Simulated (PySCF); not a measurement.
Polarisability and C₆ of Hg (mercury, neutral)

[Xe] 4f14 5d10 6s2, closed-shell 1S. Calculation: PySCF 2.14, in aug-cc-pVDZ-PP with ECP60MDF; scalar relativity through the core potential. Coupled (time-dependent) response in atomic units; α is the mean over directions. A double-zeta set is small for polarisabilities.

| method | mean α (bohr³) | C₆ (like pair) | S(−4) |
| --- | --- | --- | --- |
| UHF | 44.66 | 429.2 | 815.5 |
| PBE | 34.55 | 322.1 | 423.6 |
| PBE0 | 36.20 | 339.6 | 477.4 |
| CAM-B3LYP | 36.47 | 340.7 | 492.7 |
| r2SCAN0 | 36.97 | 357.8 | 465.4 |

S(−4) is the Cauchy moment in α(ω) = α(0) + S(−4) ω² + …

Reference α: 33.91 ± 0.34 bohr³ (recommended; Schwerdtfeger and Nagle, table of static dipole polarizabilities (2023 update)). Published C₆: 268.0 (Gould and Bucko (2016)).

Hartree-Fock lies above the reference because it lacks correlation, which contracts the outer shell.

α(iu) at PBE:

```json
{"u (hartree)": "0", "α(iu) (bohr³)": "34.55"}
{"u (hartree)": "0.0500", "α(iu) (bohr³)": "33.53"}
{"u (hartree)": "0.100", "α(iu) (bohr³)": "30.89"}
{"u (hartree)": "0.200", "α(iu) (bohr³)": "24.10"}
{"u (hartree)": "0.300", "α(iu) (bohr³)": "18.45"}
{"u (hartree)": "0.500", "α(iu) (bohr³)": "11.84"}
{"u (hartree)": "0.750", "α(iu) (bohr³)": "8.034"}
{"u (hartree)": "1.00", "α(iu) (bohr³)": "6.057"}
{"u (hartree)": "1.50", "α(iu) (bohr³)": "3.951"}
{"u (hartree)": "2.00", "α(iu) (bohr³)": "2.797"}
{"u (hartree)": "3.00", "α(iu) (bohr³)": "1.591"}
{"u (hartree)": "5.00", "α(iu) (bohr³)": "0.6938"}
```

Energies and moments cover only the electrons outside the core potential. Spin-orbit coupling, which splits the p, d and f shells strongly at this Z, is absent.
